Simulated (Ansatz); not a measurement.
Reaction (cleavage of the Si–Si bond): `FC[SiH2][SiH2]F` + `BCS` → `BCS[SiH2]F` + `FC[SiH3]`

Program: Ansatz. Geometries: PBE0-D4/def2-TZVP. ΔE: electronic, gas phase. CBS: MP2 limit from def2 TZ/QZ plus the TZ coupled-cluster correction, frozen cores. DFT in def2-TZVPP. B3LYP here is the variant with VWN-RPA as its local correlation; programs differ in this. HSE06 is defined as in plane-wave codes. One conformer a species, not always the lowest.

| level | ΔE (kJ/mol) | difference from CCSD(T)/CBS |
| --- | --- | --- |
| LDA (SPW92) | -68.7 | 9.7 |
| revPBE-D4 | -69.5 | 8.9 |
| r2SCAN-D4 | -76.7 | 1.7 |
| PBE0-D4 | -70.6 | 7.8 |
| r2SCANh-D4 | -77.2 | 1.2 |
| HSE06-D4 | -70.7 | 7.7 |
| CAM-B3LYP-D4 | -76.0 | 2.4 |
| ωB97M-V | -80.6 | -2.2 |
| PBE | -66.7 | 11.7 |
| BLYP | -70.8 | 7.6 |
| B3LYP | -73.6 | 4.8 |
| CAM-B3LYP | -75.5 | 2.9 |
| MP2/def2-SVP | -83.5 | -5.1 |
| CCSD(T)/def2-TZVPP | -76.5 | 1.9 |
| HF/def2-QZVPP | -82.4 | -4.0 |
| CCSD/CBS(def2) | -77.7 | 0.7 |
| CCSD(T)/CBS | -78.4 | 0 |

Largest T1 diagnostic among the species: 0.012.

From PBE to PBE0 (25 % exact exchange), in def2-TZVPP and without D4, ΔE moves by −3.4 kJ/mol. Leaving LDA and LC-ωPBE aside and taking each functional with its dispersion term where it has one, the values, not all of them listed here, spread over 13.1 kJ/mol, from ωB97M-V to PBE-D4.
